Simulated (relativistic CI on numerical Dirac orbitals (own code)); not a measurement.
# Energy levels of P I

Method of calculation: Dirac-Coulomb-Breit CI, orbitals from a KLI potential per configuration, a model potential for QED, valence Slater integrals scaled by 0.85, P86 correlation energy added to each configuration (own radial code, finite nucleus).

Configuration list (outside the closed core [Ne]): 3s2 3p3, 3s2 3p2 4s, 3s 3p4, 3s2 3p2 4p, 3s2 3p2 3d, 3s2 3p 3d2, 3p5, 3s2 3p2 5s, 3s2 3p2 5p, 3s2 3p2 4d, 3s2 3p2 4f, 3s2 3p2 5d, 3s2 3p 4s2, 3s2 3p2 5f, 3s2 3p2 5g, 3s 3p3 3d. Levels of other configurations are missing.

The lowest level is 3s2 3p3 4S°_3/2, with 99 % of that term; Hund's rules for 3s2 3p3 give 4S° with J = 3/2, in agreement.

```tsv
No.	Configuration	Term	J	E (cm⁻¹)	%	Next component (%)	Landé g	Lifetime (s)
1	3s2 3p3	4S°	3/2	0.0	99	1 3s 3p3 3d 4S°	2.002	
2	3s2 3p3	2D°	3/2	12661.1	99	1 3s 3p3 3d 2D°	0.801	3.44e+03
3	3s2 3p3	2D°	5/2	12680.7	99	1 3s 3p3 3d 2D°	1.200	5.05e+03
4	3s2 3p3	2P°	1/2	17574.0	97	2 3p5 2P°	0.666	2.29e+01
5	3s2 3p3	2P°	3/2	17594.9	96	2 3p5 2P°	1.333	1.23e+01
6	3s2 3p2 4s	4P	1/2	58773.7	99		2.668	4.85e-09
7	3s2 3p2 4s	4P	3/2	58929.2	99		1.734	4.83e-09
8	3s2 3p2 4s	4P	5/2	59186.5	99		1.601	4.83e-09
9	3s2 3p2 4s	2P	1/2	60963.7	98	1 3s2 3p2 3d 2P	0.669	1.98e-09
10	3s2 3p2 4s	2P	3/2	61273.0	98	1 3s2 3p2 3d 2P	1.335	1.98e-09
11	3s 3p4	4P	5/2	63866.5	65	25 3s2 3p2 3d 4P	1.601	3.81e-08
12	3s 3p4	4P	3/2	64041.3	65	26 3s2 3p2 3d 4P	1.735	3.94e-08
13	3s 3p4	4P	1/2	64143.0	65	26 3s2 3p2 3d 4P	2.670	4.03e-08
14	3s2 3p2 4p	2S°	1/2	67033.5	98	1 3s2 3p2 5p 2S°	2.001	
15	3s2 3p2 4p	4D°	1/2	67799.7	99		0.012	
16	3s2 3p2 4p	4D°	3/2	67875.0	98	2 4P°	1.208	
17	3s2 3p2 4p	4D°	5/2	68011.7	97	2 4P°	1.376	
18	3s2 3p2 4p	4D°	7/2	68223.3	100		1.429	
19	3s2 3p2 4p	4P°	1/2	68619.0	99		2.653	
20	3s2 3p2 4p	4P°	3/2	68643.2	88	10 4S°	1.747	
21	3s2 3p2 4p	4P°	5/2	68830.1	96	2 4D°	1.590	
22	3s2 3p2 4s	2D	5/2	68996.7	99	1 3s2 3p2 3d 2D	1.201	2.97e-09
23	3s2 3p2 4s	2D	3/2	68997.7	99	1 3s2 3p2 3d 2D	0.800	3.00e-09
24	3s2 3p2 4p	4S°	3/2	69173.9	80	12 2D°	1.836	
25	3s2 3p2 4p	2D°	3/2	69193.2	86	10 4S°	0.947	
26	3s2 3p2 4p	2D°	5/2	69489.3	98	2 4P°	1.208	
27	3s2 3p2 4p	2P°	1/2	70213.2	98	1 3s2 3p2 5p 2P°	0.670	4.83e-08
28	3s2 3p2 4p	2P°	3/2	70341.8	97	1 3s2 3p2 5p 2P°	1.332	
29	3s2 3p2 3d	4F	3/2	71721.9	94	3 3s2 3p2 4d 4F	0.412	2.22e-07
30	3s2 3p2 3d	4F	5/2	71803.5	95	3 3s2 3p2 4d 4F	1.032	
31	3s2 3p2 3d	2P	3/2	71859.3	90	3 3s2 3p2 4d 2P	1.323	8.16e-09
32	3s2 3p2 3d	4F	7/2	71923.0	95	3 3s2 3p2 4d 4F	1.241	
33	3s2 3p2 3d	2P	1/2	72052.2	90	3 3s2 3p2 4d 2P	0.656	8.14e-09
34	3s2 3p2 3d	4F	9/2	72090.2	96	3 3s2 3p2 4d 4F	1.334	
35	3s2 3p2 3d	4D	1/2	73000.3	97	1 2P	0.009	1.35e-07
36	3s2 3p2 3d	4D	3/2	73017.6	98	1 3s2 3p2 4d 4D	1.198	1.52e-07
37	3s2 3p2 3d	4D	5/2	73053.8	97	1 4F	1.368	1.55e-07
38	3s2 3p2 3d	4D	7/2	73113.9	97	1 4F	1.425	
39	3s2 3p2 3d	2F	5/2	73994.8	95	3 3s2 3p2 4d 2F	0.860	5.87e-09
40	3s2 3p2 3d	2F	7/2	74291.7	95	3 3s2 3p2 4d 2F	1.145	5.84e-09
41	3s2 3p2 3d	2D	3/2	75149.0	85	12 3s2 3p2 4d 2D	0.802	5.92e-09
42	3s2 3p2 5s	4P	1/2	75180.8	99	1 2P	2.654	1.05e-08
43	3s2 3p2 3d	2D	5/2	75215.3	84	11 3s2 3p2 4d 2D	1.201	5.99e-09
44	3s2 3p2 5s	4P	3/2	75336.8	98	1 2P	1.729	1.07e-08
45	3s2 3p2 5s	4P	5/2	75605.7	99	1 3s2 3p2 3d 4P	1.601	1.26e-08
```

Energies count from the lowest computed level; ° marks odd parity; lifetimes are radiative, by E1, M1, E2, M2, E3 decay to levels of this space only; some are left blank where a channel outside the calculation adds to the decay or the decay crosses a small, uncertain gap.

The mean weight of the leading LS term, summed over parents, in these 45 levels is 94 %, and that of the leading jj configuration (from the same eigenvectors) 52 %, so LS coupling describes them better.

Correlation outside the listed configurations is missing or only estimated: errors of thousands of cm⁻¹ between configurations and terms are usual at this charge. Rates and lifetimes follow the computed energies and can be off by large factors. The fine structure of a lone outer electron comes out too small, for d and f at times inverted, and misplaced configurations move strength between like terms. 23 of the 25 excited levels that our extract of the measured tables holds in this range could be paired (the sources list more); they are missed by 2678 cm⁻¹ on average and 4332 at most, and levels without a partner can miss by more.
